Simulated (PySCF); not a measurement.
Unrelated species, one level of theory. Theory: TDDFT PBE0/def2-SVPD, vertical, gas phase, core orbitals frozen in the response in PySCF. Geometries: GFN2-xTB; one conformer of each isolated species. Triplets are in the Tamm–Dancoff approximation.

Question: Rank by computed HOMO energy, lowest first.
A. `C(=C)CCN(C)C`
B. `CS[SiH2]/C=C\[SiH3]`
C. `FC1=C(Cl)C[SiH2]C1`
D. `C=C(C#C)SC`
E. `C=N[Si@@H](OCC)C`

Answer: C (-7.03 eV), E (-6.87 eV), B (-6.75 eV), D (-6.22 eV), A (-5.95 eV).

```json
{"SMILES": "FC1=C(Cl)C[SiH2]C1", "HOMO (eV)": "-7.03", "S1 (eV)": "5.98", "gap (eV)": "7.15", "T1 (eV)": "4.28", "LUMO (eV)": "0.12", "first f ≥ 0.01 (nm)": "184", "S1 mainly": "H→L (71%)"}
{"SMILES": "C=N[Si@H](C)OCC", "HOMO (eV)": "-6.87", "S1 (eV)": "3.93", "gap (eV)": "6.00", "T1 (eV)": "3.30", "LUMO (eV)": "-0.87", "first f ≥ 0.01 (nm)": "189", "S1 mainly": "H→L (99%)"}
{"SMILES": "CS[SiH2]/C=C\\[SiH3]", "HOMO (eV)": "-6.75", "S1 (eV)": "4.35", "gap (eV)": "5.42", "T1 (eV)": "3.87", "LUMO (eV)": "-1.33", "first f ≥ 0.01 (nm)": "285", "S1 mainly": "H→L (98%)"}
{"SMILES": "C#CC(=C)SC", "HOMO (eV)": "-6.22", "S1 (eV)": "4.54", "gap (eV)": "5.18", "T1 (eV)": "2.92", "LUMO (eV)": "-1.05", "first f ≥ 0.01 (nm)": "273", "S1 mainly": "H→L (94%)"}
{"SMILES": "C=CCCN(C)C", "HOMO (eV)": "-5.95", "S1 (eV)": "5.47", "gap (eV)": "6.32", "T1 (eV)": "4.38", "LUMO (eV)": "0.37", "first f ≥ 0.01 (nm)": "227", "S1 mainly": "H→L (97%)"}
```

H and L stand for HOMO and LUMO.

- `FC1=C(Cl)C[SiH2]C1`: Löwdin shares by element: HOMO carbon 52% or more, chlorine 21%, fluorine 9% (atoms not listed hold the other 18%); LUMO silicon 33%, hydrogen 21% or more, chlorine 10% (atoms not listed hold the other 36%).
- `C=N[Si@H](C)OCC`: Löwdin shares by element: HOMO nitrogen 54%, carbon 22% or more, silicon 7% (atoms not listed hold the other 17%); LUMO carbon 41% or more, nitrogen 34%, hydrogen 13% or more.
- `CS[SiH2]/C=C\[SiH3]`: Löwdin shares by element: HOMO sulfur 70%, carbon 10% or more, silicon 8% or more; LUMO carbon 57% or more, silicon 20% (atoms not listed hold the other 23%).
- `C#CC(=C)SC`: Löwdin shares by element: HOMO sulfur 45%, carbon 42% or more; LUMO carbon 79% or more (atoms not listed hold the other 21%).
- `C=CCCN(C)C`: Löwdin shares by element: HOMO nitrogen 53%, carbon 22% or more (atoms not listed hold the other 26%); LUMO carbon 68% or more, hydrogen 13% or more (atoms not listed hold the other 19%).
